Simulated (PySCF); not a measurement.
Static response to an electric field

Species: C7H6NP.
Cartesian coordinates in Å at the GFN2-xTB level; atoms count from 1:
```xyz
15
C7H6NP angstrom
C     -1.9296   -1.0068    0.0771
C     -0.6896   -0.1678    0.0321
C     -0.8112    1.2212    0.0934
C      0.2500    2.0965    0.0659
P      1.9282    1.6695   -0.0482
C      1.7573   -0.0726   -0.1106
C      2.9488   -0.8208   -0.2107
N      3.9135   -1.4370   -0.2902
C      0.5530   -0.7699   -0.0683
H     -1.6904   -2.0645    0.0067
H     -2.5937   -0.7442   -0.7454
H     -2.4699   -0.8334    1.0072
H     -1.8110    1.6314    0.1675
H      0.0381    3.1576    0.1192
H      0.6022   -1.8513   -0.1177
```

Level: B3LYP/def2-SVPD (PySCF), static field, nuclei fixed, core orbitals frozen in the response. The polarisability tensor in these axes (au):

```
x   147.84  -5.22  -5.12
y    -5.22 123.22   2.62
z    -5.12   2.62  65.57
```

Q: What are the eigenvalues, a third of the trace, and Δα (Δα² = ½Σ(αi − αj)² over the three pairs)?

A: Principal values 65.16, 122.20 and 149.27 au; mean 112.21 au = 16.63 Å³ = 18.50 × 10⁻⁴⁰ C²·m²/J; Δα = 74.36 au (66 % of the mean).

Q: What is the dipole moment, and where does it point?

A: (-5.67, 1.47, 0.39) D, 5.87 D in size, pointing from the negative to the positive side. Measured along this direction, the outermost atoms are N8 at the negative end and H11, H12 and H13 at the positive end.

Q: Sum over states: ᾱ = Σ f/ω², ω in Eh. What share falls to these 8 lowest TDDFT singlets (eV, f)? 4.39, 0.0373; 4.69, 0.1052; 4.71, 0.0094; 5.33, 0.0058; 5.60, 0.4997; 5.60, 0.0005; 6.00, 0.2136; 6.34, 0.0006.

A: They add up to 21.68 au, 19.3 % of the 112.21 au; the largest single term is 11.82 au, from the state at 5.60 eV. Terms in order: 1.43, 3.55, 0.31, 0.15, 11.82, 0.01, 4.40, 0.01 au. Higher excitations give the rest. The strengths listed sum to 0.872.

Q: Refractivity n − 1 of an ideal gas of it at 350 K and 1 atm, from the electronic α?

A: N = p/kT = 2.0968 × 10¹⁹ cm⁻³, so n − 1 = 2π × N × 16.63 × 10⁻²⁴ cm³ = 2191 × 10⁻⁶ at long wavelengths.

Q: Estimate the molar refractivity from the static electronic polarisability.

A: Lorentz–Lorenz: R = (4π/3)N_A α = 2.5225 cm³/(mol·Å³) × 16.63 Å³ = 41.9 cm³/mol, in the limit of long wavelengths.

Q: Traceless (Buckingham) quadrupole moment about the centre of nuclear charge: eigenvalues?

A: -13.55, 2.94, 10.61 D·Å. The values depend on the origin, since the dipole doesn't vanish. The electronic extent ⟨r²⟩ about the same centre is 1415 bohr², a root-mean-square distance of 2.38 Å for the 70 electrons.

Q: Rayleigh depolarisation ratio (linearly polarised light, static tensor)?

A: ρ = 3Δα²/(45ᾱ² + 4Δα²) = 16590.1/(566584 + 22120.1) = 0.0282.

Isolated species at its GFN2-xTB geometry, gas phase.
